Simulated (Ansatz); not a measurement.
Geometry optimisation, Ansatz 0.2.0, RKS revPBE-D4/6-31G*.

The input (input.yaml):

```yaml
crystal:
  periodic: [false, false, false]
  atoms:
    - { symbol: Si, position_ang: [-1.2424, 0.831707, 0.076486] }
    - { symbol: Si, position_ang: [1.194139, -1.556397, 0.982602] }
    - { symbol: H, position_ang: [-1.311415, -0.583891, 0.551571] }
    - { symbol: H, position_ang: [-2.64237, 1.335343, -0.101545] }
    - { symbol: C, position_ang: [-0.250853, 1.044266, -1.507024] }
    - { symbol: H, position_ang: [1.124324, -0.154544, 1.345202] }
    - { symbol: Cl, position_ang: [-0.376001, 1.992801, 1.621315] }
    - { symbol: H, position_ang: [2.548392, -2.109014, 1.32528] }
    - { symbol: H, position_ang: [0.146316, -2.338448, 1.718118] }
    - { symbol: H, position_ang: [0.98129, -1.718675, -0.494397] }
    - { symbol: H, position_ang: [-0.267577, 2.098814, -1.832405] }
    - { symbol: H, position_ang: [-0.701177, 0.426555, -2.307162] }
    - { symbol: H, position_ang: [0.797532, 0.731483, -1.378042] }
basis:
  gaussian: { orbitals: "6-31G*" }
hamiltonian:
  xc: revpbe
  dispersion: d4
relax:
  f_tol: 0.03
  max_steps: 50
```

Launched with:

```bash
$ ansatz run input.yaml --threads 2 --pin off --max-ram 3072MiB --backend cpu --events-out ev --progress --plain --runs-dir out
```

**Question.** Where does it end, and by what steps?

**Answer.** It converged. The force dipped under the threshold on the way, but the program's further checks kept it going. After 9 steps the energy has fallen by 0.139 eV; Cl7 moved furthest, 0.54 Å.

```
step  energy less start (eV)  largest force component (eV/Å)  accepted
   0                  0.0000                           1.085       yes
   1                 -0.1093                           0.287       yes
   2                 -0.1337                           0.162       yes
   3                 -0.1209                           0.495        no
   4                 -0.1376                           0.062       yes
   5                 -0.1379                           0.041       yes
   6                 -0.1382                           0.003       yes
   7                 -0.1384                           0.036       yes
   8                 -0.1386                           0.025       yes
   9                 -0.1387                           0.016       yes
```

```xyz
13
Properties=species:S:1:pos:R:3
Si -1.447 1.033 0.021
Si 1.411 -1.810 1.004
H -1.466 -0.343 0.614
H -2.847 1.436 -0.330
C -0.304 1.133 -1.473
H 1.524 -0.352 1.334
Cl -0.776 2.343 1.510
H 2.719 -2.490 1.278
H 0.333 -2.435 1.837
H 1.070 -1.964 -0.449
H -0.301 2.152 -1.894
H -0.646 0.433 -2.257
H 0.729 0.865 -1.196
```

Whether the end is a true minimum wasn't checked by a vibrational analysis.

Run time: 15 s on 2 threads of Intel(R) Xeon(R) Platinum 8488C (Sapphire Rapids), with other jobs on the host, peak memory 0.16 GiB.
